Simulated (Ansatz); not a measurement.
Molecule: C2H2Cl3 (charge 0, doublet). It need not be the lowest isomer of its formula. 
Structure (B3LYP-D3(BJ)/def2-TZVP (Ansatz, a quantum-chemistry and plane-wave program) minimum search):
SMILES: [CH](Cl)C(Cl)Cl
```xyz
7

C     -1.0215    -0.2834     0.1131
C      0.4209    -0.0936     0.2327
Cl     1.2519    -1.6760     0.2318
Cl     1.0672     0.9446    -1.1385
Cl    -2.0635     0.8976     0.7517
H     -1.4471    -0.9971    -0.5746
H      0.7059     0.4345     1.1350
```
Charge 0, spin multiplicity 2.

Basis-set convergence of Hartree-Fock and MP2 correlation energies (hartree) with Ansatz. Correlated levels leave the core frozen unless marked. UHF or UKS for open shells. Spin-orbit coupling is left out. No relativistic terms.

| basis | functions | E(HF) | E(corr, MP2) |
|---|---|---|---|
| cc-pV(D+d)Z | 107 | -1455.36686 | -0.66697 |
| cc-pV(T+d)Z | 205 | … | … |

What belongs in the gaps?


- cc-pV(T+d)Z, E(HF): -1455.43439
- cc-pV(T+d)Z, E(corr, MP2): -0.87373
